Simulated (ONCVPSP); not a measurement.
Configuration tests for bromine (Br) (ONCV)

| Quantity | Value |
| --- | --- |
| Element | bromine (Br) |
| Generator | ONCVPSP 4.0.1 |
| Type | optimised norm-conserving Vanderbilt (ONCV) |
| Functional | PBE |
| Relativity | fully relativistic |
| Frozen core | [Ne] |
| Valence charge | 25 |
| Reference configuration | 3s2 3p6 3d10 4s2 4p4 (charge +1) |
| Partial waves | 3s+4s: rc 0.75 bohr, ncon 4, nbas 7, qcut 21 1/bohr, 2 projectors; 3p+4p: rc 0.90 bohr, ncon 4, nbas 7, qcut 16.7 1/bohr, 2 projectors; 3d: rc 0.95 bohr, ncon 5, nbas 9, qcut 15 1/bohr, 3 projectors, debl 2.7 Ha |
| Local potential | polynomial inside 0.70 bohr (lpopt 5, dvloc0 1 Ha) |
| Core correction | Teter function, fcfact 2.75, rcfact 1.45 |

Open shells are filled in proportion to 2j + 1.

In the d channel the program set the typed energies aside and used -2.846, 0.250, 2.950 Ha (j = l + 1/2; the other j can differ).

Energies are relative to the spin-unpolarised reference configuration 3s2 3p6 3d10 4s2 4p4; without spin polarisation the order of configurations can differ from experiment.

```csv
valence configuration,charge,ΔE all-electron (eV),error AE − PS (meV)
3s2 3p6 3d10 4s2 4p5,0,-12.560,-0.8
3s2 3p6 3d10 4s2 4p3,+2,22.767,+1.2
```

**Question.** What are ΔE and the potential's error for 3s2 3p6 3d10 4s1 4p6?

**Answer.** ΔE = -0.199 eV all-electron; the error (AE − PS) is +2.7 meV.

**Question.** What are ΔE and the potential's error for 3s2 3p6 3d10 4s2 4p2?

**Answer.** ΔE = 56.757 eV all-electron; the error (AE − PS) is +2.3 meV.

Levels in the configuration 3s2 3p6 3d10 4s2 4p5:

```json
{"level": "3s j=1/2", "all-electron (eV)": "-237.975", "pseudo (eV)": "-237.957"}
{"level": "3p j=3/2", "all-electron (eV)": "-171.213", "pseudo (eV)": "-171.212"}
{"level": "3p j=1/2", "all-electron (eV)": "-178.047", "pseudo (eV)": "-178.044"}
{"level": "3d j=5/2", "all-electron (eV)": "-66.252", "pseudo (eV)": "-66.254"}
{"level": "3d j=3/2", "all-electron (eV)": "-67.337", "pseudo (eV)": "-67.338"}
{"level": "4s j=1/2", "all-electron (eV)": "-20.128", "pseudo (eV)": "-20.124"}
{"level": "4p j=3/2", "all-electron (eV)": "-7.699", "pseudo (eV)": "-7.699"}
{"level": "4p j=1/2", "all-electron (eV)": "-8.194", "pseudo (eV)": "-8.193"}
```
